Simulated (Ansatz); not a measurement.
A CCSD(T) single point on `[SiH3][GaH][O][SbH2]`.

```yaml
crystal:
  periodic: [false, false, false]
  atoms:
    - {symbol: Si, position_ang: [-1.275961, 0.610009, -0.785418]}
    - {symbol: Ga, position_ang: [-0.413968, -1.470005, 0.090100]}
    - {symbol: O, position_ang: [1.241509, -1.444261, 0.776771]}
    - {symbol: Sb, position_ang: [2.493407, 0.043948, 0.965185]}
    - {symbol: H, position_ang: [-2.719105, 0.475893, -1.127384]}
    - {symbol: H, position_ang: [-1.130420, 1.709406, 0.206862]}
    - {symbol: H, position_ang: [-0.544694, 0.998229, -2.023098]}
    - {symbol: H, position_ang: [-1.070755, -2.892146, 0.152025]}
    - {symbol: H, position_ang: [1.549139, 0.965632, 2.074008]}
    - {symbol: H, position_ang: [1.870838, 1.003294, -0.329050]}
basis:
  gaussian: {orbitals: def2-TZVPP}
correlation: {method: ccsd_t}
output: {orbitals: {seedname: orbitals}}
```

```sh
$ ansatz run in.yaml --threads 4 --pin off --events-out ev --progress --plain --max-ram 10444MiB
```

Log, shortened:

```
Functional definition: HF
1674 factors; integrals over basis functions are off by at most 8.6e-4 eV
mean field evaluation 1: about -68835.9281 eV, gradient 4.5e1 eV
mean field evaluation 2: about -68836.1531 eV, gradient 4.5e1 eV
mean field evaluation 4: about -68840.7189 eV, gradient 4.2e0 eV
mean field evaluation 8: about -68840.8212 eV, gradient 2.8e-1 eV
mean field evaluation 16: about -68840.8217 eV, gradient 2.3e-6 eV
mean field -68840.82167849 eV, -2529.8535346995 hartree, gradient 2.3e-6 eV, S^2 0.000000; 0 other end points of the search recorded, 0 dependent functions left out
19 core orbitals not correlated: weight in the atoms' cores, before any rotation towards them, 1.000 or more for the frozen orbitals, at most 0.000 for the correlated occupied ones
reference -68840.82167849 eV, -2529.8535346995 hartree; 22, 22 occupied and 214, 214 virtual orbitals, 1674 factors
second order -25.90073822 eV of doubles, -0.00000000 eV of singles
cycle   1  -25.48463420 eV  change    4.2e-1 eV  update   1.5e-1
cycle   2  -26.35278176 eV  change   -8.7e-1 eV  update   5.2e-2
cycle   3  -26.56548720 eV  change   -2.1e-1 eV  update   2.9e-2
cycle   4  -26.54587346 eV  change    2.0e-2 eV  update   8.5e-3
cycle   5  -26.54023480 eV  change    5.6e-3 eV  update   4.2e-3
cycle   6  -26.54216458 eV  change   -1.9e-3 eV  update   1.4e-3
cycle   7  -26.54182009 eV  change    3.4e-4 eV  update   7.1e-4
cycle   8  -26.54166134 eV  change    1.6e-4 eV  update   2.3e-4
cycle   9  -26.54181632 eV  change   -1.5e-4 eV  update   1.1e-4
cycle  10  -26.54184766 eV  change   -3.1e-5 eV  update   3.5e-5
perturbative correction -0.96493516 eV, -0.0354607132 hartree
Total energy: -68868.32846131 eV, -2530.8643903236 hartree
```

Run time 5.8 min (4 threads of an Arm Neoverse V1 on a shared host); peak host memory 6 GiB.

MP2 recovers 94.2 % of the CCSD(T) correlation energy and the triples give 3.5 %; T1 = 0.0160.
